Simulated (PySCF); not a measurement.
dialuminium oxide (Al2O), SMILES [Al][O][Al] (connectivity only; charge and spin as stated), neutral, multiplicity 1. Atoms are numbered in the order given.

```xyz
3

Al     0.0000     0.0000     1.7067
O      0.0000     0.0000     0.0000
Al     0.0000     0.0000    -1.7067
```

The structure is a stationary point at r2SCAN-D4/def2-TZVP.

The numbers are results of IEF-PCM-M06-2X/def2-SVP run with PySCF, not measurements.

The values are the electrostatic part of the solvation free energy, E(continuum) − E(gas) at the gas-phase geometry, in a cavity of scaled van der Waals radii (PySCF's table); cavitation and dispersion terms are not included. A continuum can't describe solvent molecules that bind to the metal. In vacuum the orbital gap is 6.66 eV. The dipole moment in vacuum is 0.00 D.

**Question.** Estimate the values in water (ε = 78.36), dimethylsulfoxide (ε = 46.83), acetone (ε = 20.49). (Estimate from the structure and the level; the computed values follow.)

**Answer.** 
```csv
solvent,ε,ΔG(elec) (kcal/mol),dipole (D),gap (eV)
water,78.36,-2.6,0.00,6.79
dimethylsulfoxide,46.83,-2.6,0.00,6.79
acetone,20.49,-2.5,0.00,6.78
```
